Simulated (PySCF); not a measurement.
**Gas-phase thermal properties of Au2**

Energies from PySCF (xtb for GFN2), thermal terms from the rigid-rotor harmonic-oscillator model, ideal gas at 1 bar. All species are closed-shell singlets. Au: scalar-relativistic def2 core potential, no spin-orbit coupling. The harmonic model lacks anharmonicity and excited electronic states, which grow with temperature; levels with a mode under 35 cm⁻¹ are left out.

| level | point group | σ | ZPE (kJ/mol) | S°298 (J/mol/K) | Cp298 (J/mol/K) | S°1000 (J/mol/K) | H1000 − H298 (kJ/mol) |
|---|---|---|---|---|---|---|---|
| GFN2-xTB | D∞h | 2 | 1.1 | 269.6 | 36.9 | 314.6 | 26.1 |
| PBE/def2-SVP | D∞h | 2 | 1.0 | 270.8 | 37.0 | 315.9 | 26.2 |
| PBE0/def2-TZVP | D∞h | 2 | 1.0 | 270.3 | 36.9 | 315.4 | 26.2 |
σ: rotational symmetry number. Electronic degeneracy used: 1. Frequencies are unscaled.
